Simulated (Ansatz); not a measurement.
Species: LuH, net charge 0, singlet state. 
Coordinates optimised at B3LYP-D3(BJ)/def2-TZVP (Ansatz, a program for electronic structure):
SMILES: [LuH]
```xyz
2

Lu     0.0000     0.0000    -0.0264
H      0.0000     0.0000     1.8778
```

Basis-set convergence of Hartree-Fock and CCSD correlation energies (hartree) with Ansatz. Cores are frozen in the correlated levels unless marked. Spin-orbit coupling is left out. Frozen are the shells of the preceding noble gas and the d and f shells that filled before the atom's block. Past Kr the def2 sets carry scalar-relativistic core potentials.

The Hartree-Fock reference is unstable (checked in the largest basis), which strains HF and MP2. 

```tsv
basis	functions	E(HF)	E(corr, CCSD)
def2-SVP	86	-1232.94047	-0.06446
def2-TZVPP	119	-1232.98028	-0.07056
def2-QZVPP	168	-1232.98777	-0.07309
```

Extrapolating the two largest sets (X = 3 and 4) as X^-3: E(corr) = (64·(-0.07309) - 27·(-0.07056))/37 = -0.0749 Eh, an estimate of the basis-set limit. The largest set recovers 97.5 % of it, the smallest 86.0 %.
